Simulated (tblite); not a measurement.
Species: C6H11FSi.
Atom-mapped SMILES: `[CH2:1]=[CH:2][CH2:3][SiH2:4][CH2:5][C:6](=[CH2:7])[F:8]` (hydrogens: H9, H10 on C1; H11 on C2; H12, H13 on C3; H14, H15 on Si4; H16, H17 on C5; H18, H19 on C7)

The geometry is computed with GFN2-xTB (gas phase).

(1) Give the optimised bond lengths and angles.

## Answers

(1) 
```csv
bond,length (Å),order
C1=C2,1.321,double
C2–C3,1.488,single
C3–Si4,1.913,single
Si4–C5,1.917,single
C5–C6,1.479,single
C6=C7,1.320,double
C6–F8,1.360,single
C1–H9,1.078,single
C1–H10,1.077,single
C2–H11,1.082,single
"C3–H12, C3–H13",1.090,single
"Si4–H14, Si4–H15",1.466,single
"C5–H16, C5–H17",1.090,single
C7–H18,1.075,single
C7–H19,1.073,single
```

Bonds in one row agree within 0.01 Å and their mean is given. Orders are formal, as drawn. A selection of angles:
```csv
angle,degrees
C2–C1–H9,121.7
C2–C1–H10,122.1
H9–C1–H10,116.2
C1–C2–C3,124.7
C1–C2–H11,119.9
C3–C2–H11,115.3
C2–C3–Si4,111.1
C2–C3–H12,109.7
Si4–C3–H12,108.6
H12–C3–H13,107.6
C3–Si4–C5,106.9
C3–Si4–H14,110.3
C5–Si4–H14,108.8
H14–Si4–H15,110.6
Si4–C5–C6,111.2
Si4–C5–H16,108.8
Si4–C5–H17,110.6
C6–C5–H16,108.7
H16–C5–H17,108.0
C5–C6–C7,128.7
C5–C6–F8,112.5
C7–C6–F8,118.8
C6–C7–H18,121.5
C6–C7–H19,120.6
H18–C7–H19,117.8
```

Dihedral angles: C1–C2–C3–Si4 -104° (anticlinal); C2–C3–Si4–C5 61° (synclinal); C3–Si4–C5–C6 -176° (antiperiplanar); Si4–C5–C6–C7 110° (anticlinal). The mirror-image conformer, all signs reversed, is as good.

Of the pairs four or more bonds apart, H9···H13 is among the closest relative to their van der Waals radii: 2.46 Å, 102 % of the sum of Bondi's values. The C–C distances run from 1.320 Å (C6=C7, drawn double) to 1.488 Å (C2–C3, drawn single), a spread of 0.168 Å. Si4 (SiH2 silicon) is tetrahedral (angles from 106.9° to 110.6°).

Point group: C1 (no symmetry element, even within 0.4 Å). Its GFN2-xTB frequencies are all real (lowest 22 cm⁻¹). One conformer, not necessarily the lowest. 3 starts were optimised and ended at 0.00, 0.25 and 1.72 kcal/mol (GFN2-xTB); the lowest of these is shown.

On one thread of an Arm Neoverse V2 (shared host), this took 1.1 s. This is the geometry optimisation.
